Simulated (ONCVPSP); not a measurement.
## Before and after: ONCV potential for scandium (Sc)

ONCVPSP 4.0.1 input, shortened (lines: element, Z, core and valence counts, functional; n l f; lmax; l rc ep ncon nbas qcut; lloc lpopt rc5 dvloc0; l nproj debl; icmod fcfact rcfact), PBE, scalar-relativistic:

```
  Sc 21.00    5    2        4      upf
    1    0    2.00
    2    0    2.00
    2    1    6.00
    3    0    2.00
    3    1    6.00
    3    2    1.00
    4    0    2.00
    2
    0    2.45    0.00    3    7    2.60
    1    2.25    0.22    3    8    3.80
    2    2.45    0.00    4    9    7.70
    4    1    2.20    2.00
    0    2    2.80
    1    3    1.30
    2    2    0.40
    0    0.00    0.00
```

Change: d: qcut 6.7.

Cutoffs: the cutoffs (Ha) at which the residual kinetic energy of the hardest occupied pseudo-wave falls to 1 and 0.1 mHa per electron; they do not see the model core or the augmentation charge, which bear on the density cutoff. Errors are all-electron minus pseudo energies relative to the spin-unpolarised reference configuration.

Q: How do hardness, ghosts and transferability respond?

A: The potential gets softer (19 Ha and 22 Ha → 16 Ha and 18 Ha); both files keep a bound ghost (p); the errors of the 4 common tests hardly move. The waves are optimised to have the least kinetic energy above qcut, so the cutoff follows it (qcut²/2 in Ha).

| quantity | base | changed |
| --- | --- | --- |
| cutoff, loose | 19 Ha | 16 Ha |
| cutoff, tight | 22 Ha | 18 Ha |
| loose cutoff by channel | s 2.3 Ha, d 19 Ha | s 2.3 Ha, d 16 Ha |
| bound ghosts | p | p |
| GHOST(+) flags under 300 eV | s at 90.3 eV | s at 90.3 eV |
| error for 3d1 4s1, meV [ΔE 6.90 eV] | +8.5 | +9.5 |
| error for 3d1 4s0, meV [ΔE 19.66 eV] | +288 | +286 |
| error for 3d1 4s1.5, meV [ΔE 2.75 eV] | +0.2 | +0.4 |
| error for 3d1 4s0 4p1, meV [ΔE 10.33 eV] | +87 | +88 |
| s: phases at 2.49 bohr within 0.05 rad from the reference energy up to (Ha; the scan ends near 5) | 3.0 | 3.0 |
| p: phases at 2.29 bohr within 0.05 rad from the reference energy up to (Ha; the scan ends near 5) | to the end of the scan | to the end of the scan |
| d: phases at 2.49 bohr within 0.05 rad from the reference energy up to (Ha; the scan ends near 5) | 3.5 | 3.4 |

Base: The cutoffs count occupied waves only; projector 2 of the p channel, the hardest unoccupied one, needs 52 Ha at the loose tolerance. Changed file: The cutoffs count occupied waves only; projector 2 of the p channel, the hardest unoccupied one, needs 52 Ha at the loose tolerance. A true bound ghost makes a file unfit for plane-wave use even where its test errors are small: the radial tests pick states by their node count and pass the ghost by.
